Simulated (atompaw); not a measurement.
# chromium (Cr): variants of one PAW (atompaw) potential

Base potential:

```
Element                 : chromium (Cr)
Generator               : atompaw 4.2.0.5
Type                    : PAW
Functional              : PBE
Relativity              : scalar-relativistic
Frozen core             : [Ne]
Valence charge          : 14
Reference configuration : 3s2 3p6 3d5 4s1 4p0
Partial waves           : 3s (bound): rc 1.00 bohr; 4s (bound): rc 1.55 bohr; 3p (bound): rc 1.30 bohr; 4p (bound, empty): rc 1.60 bohr; 3d (bound): rc 1.00 bohr; 3d channel at 0.65 Ry: rc 1.60 bohr
Local potential         : ultrasoft scheme with l = 3 at 0 Ry, radius 1.45 bohr
Core correction         : smooth core density matched at 1.35 bohr
Augmentation charge     : sinc compensation charge, radius 1.30 bohr; PAW radius 1.60 bohr; waves and projectors: custom rrkj gramschmidtortho
```

All-electron outer shells of the reference configuration (PBE, scalar-relativistic, ld1.x):

```json
{"shell": "2s", "level (eV)": "-667.15", "outermost node (bohr)": "0.09", "outermost maximum (bohr)": "0.24"}
{"shell": "2p", "level (eV)": "-560.70", "outermost node (bohr)": "–", "outermost maximum (bohr)": "0.20"}
{"shell": "3s", "level (eV)": "-73.99", "outermost node (bohr)": "0.36", "outermost maximum (bohr)": "0.78"}
{"shell": "3p", "level (eV)": "-45.44", "outermost node (bohr)": "0.33", "outermost maximum (bohr)": "0.80"}
{"shell": "4s", "level (eV)": "-4.01", "outermost node (bohr)": "1.12", "outermost maximum (bohr)": "2.74"}
{"shell": "3d", "level (eV)": "-2.91", "outermost node (bohr)": "–", "outermost maximum (bohr)": "0.84"}
{"shell": "4p", "level (eV)": "-0.99", "outermost node (bohr)": "1.25", "outermost maximum (bohr)": "3.94"}
```

Cutoffs, loose and tight: the cutoffs (Ry, on a coarse ladder) from which the occupation-weighted sum of valence levels, in a spherical-Bessel basis at the reference potential, stays within 10 and 1 mRy of its value at 400 Ry. They see the waves, projectors and local potential, not the compensation charge or the core. A dash means not determined.

| change | outcome | cutoff, loose | cutoff, tight | bound ghosts |
| --- | --- | --- | --- | --- |
| base | generated | 100 Ry | 180 Ry | none |
| wave 4p (bound): rc 1.60 bohr becomes 4p (bound): rc 1.42 bohr | generated | 100 Ry | 180 Ry | none |
| wave 3s (bound): rc 1.00 bohr becomes 3s (bound): rc 0.84 bohr | failed: atompaw: The overlap operator has at least one negative eigenvalue! | – | – | – |
| local potential bessel scheme, radius 1.45 bohr | generated | 100 Ry | 180 Ry | none |
| functional PBEsol | generated | 100 Ry | 180 Ry | none |
| all radii scaled by about 1.10 (s 1.10, p 1.42, d 1.10 bohr); local potential ultrasoft scheme with l = 3 at 0 Ry, radius 1.58 bohr; augmentation sinc compensation charge, radius 1.42 bohr; PAW radius 1.74 bohr; waves and projectors: custom rrkj gramschmidtortho; core correction smooth core density matched at 1.48 bohr | failed: atompaw: The overlap operator has at least one negative eigenvalue! | – | – | – |
| wave 3d channel at 0.65 Ry: rc 1.60 bohr becomes 3d channel at 1.61 Ry: rc 1.60 bohr | generated | 100 Ry | 180 Ry | none |
| augmentation gaussian compensation charge, radius 1.30 bohr; PAW radius 1.60 bohr; waves and projectors: custom rrkj gramschmidtortho | generated | 100 Ry | 180 Ry | none |
| core correction smooth core density matched at 1.14 bohr | generated | 100 Ry | 180 Ry | none |

Question: What comes out with this change to the base: augmentation sinc compensation charge, radius 1.30 bohr; PAW radius 1.60 bohr; waves and projectors: custom polynom vanderbiltortho?

Answer: outcome: generated; cutoff, loose: 90 Ry; cutoff, tight: 160 Ry; bound ghosts: none.

Question: What comes out with this change to the base: core [Ar], valence charge 6; reference 3d5 4s1 4p0; waves now 4s (bound): rc 2.85 bohr; 4s channel at 1.2 Ry: rc 2.85 bohr; 4p (bound): rc 2.85 bohr; 4p channel at 3.55 Ry: rc 2.85 bohr; 3d (bound): rc 1.30 bohr; 3d channel at 0.65 Ry: rc 1.30 bohr; local potential ultrasoft scheme with l = 3 at 0 Ry, radius 2.15 bohr; core correction smooth core density matched at 2.15 bohr; augmentation sinc compensation charge, radius 2.75 bohr; PAW radius 2.85 bohr; waves and projectors: custom rrkj gramschmidtortho?

Answer: outcome: generated; cutoff, loose: 60 Ry; cutoff, tight: 100 Ry; bound ghosts: none.
